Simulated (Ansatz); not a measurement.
Reaction (atomization): `OB(O)[O][GeH3]` → B• + Ge• + 5 H• + 3 O•

Computed with Ansatz on PBE0-D4/def2-TZVP structures; ΔE is electronic, products minus reactants. CCSD(T)/CBS is the MP2 limit (def2-TZVPP, def2-QZVPP) plus CCSD(T) − MP2 in def2-TZVPP, frozen cores. This one scheme is used for every species, atoms too. Functionals use def2-TZVPP. Open shells (•) are unrestricted, without spin–orbit coupling. Spin–orbit coupling would lower the free atoms: a little for B, O; clearly for Ge. Bonds to Ge are less sure, by a few kJ/mol each and by 10 to 20 or more in all where they break to atoms, as the def2 sets lack core-valence functions. Scalar relativity is left out up to krypton. One conformer a species, not always the lowest.

| level | ΔE (kJ/mol) |
| --- | --- |
| CAM-B3LYP | 3865.4 |
| HF/def2-SVP | 2809.1 |
| MP2/def2-SVP | 3741.8 |
| CCSD/def2-SVP | 3617.4 |

**Question.** What does CCSD(T)/CBS give? (Best estimate.)

**Answer.** Computed: +3873.3 kJ/mol. The listed levels differ from it by -7.9, -1064.2, -131.5, -255.9 kJ/mol.

Largest T1 diagnostic among the species: 0.014.

In def2-TZVPP, CCSD(T) changes the Hartree–Fock value by +996.0 kJ/mol (the triples alone add +58.4 kJ/mol) and MP2 by +1092.2 kJ/mol; breaking electron pairs costs correlation energy, which Hartree–Fock lacks. At CCSD(T), def2-SVP lies −220.6 kJ/mol from the extrapolated value and def2-TZVPP −93.2 kJ/mol: correlation converges slowly with the basis, and small sets miss more of it in the bonded molecule than in its fragments.

For atomizations the MP2-based limit and the directly extrapolated one differ by several kJ/mol either way, and by 10 to 25 for some Ge, Se and Sn compounds, so smaller differences from it don't rank the levels.
